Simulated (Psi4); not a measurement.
Complex: H2S (SMILES S) (first 3 atoms) with AsH3 (SMILES [AsH3]); geometry from B3LYP-D3(BJ)/def2-TZVP, rigid monomers moved along the line of their centres of mass till S1···As4 is 6.80 Å.
(charge 0, multiplicity 1):
| atom | x (Å) | y (Å) | z (Å) |
|---|---|---|---|
| S | 0.5924 | 0.2536 | -0.7813 |
| H | -0.3709 | 1.0690 | -0.3243 |
| H | -0.2505 | -0.7879 | -0.8633 |
| As | -0.9594 | -0.7710 | 5.7565 |
| H | -0.4043 | -2.1231 | 5.3278 |
| H | -0.9824 | -1.1787 | 7.2287 |
| H | 0.4335 | -0.1686 | 5.8775 |

All values below come from SAPT0/aug-cc-pVDZ (Psi4).

### Question
Which attractive term is largest, and how does the interaction split up?

### Answer
electrostatics -0.2, exchange 0.0, induction 0.0, dispersion -0.2, total -0.5 kJ/mol; the largest attraction is electrostatics.
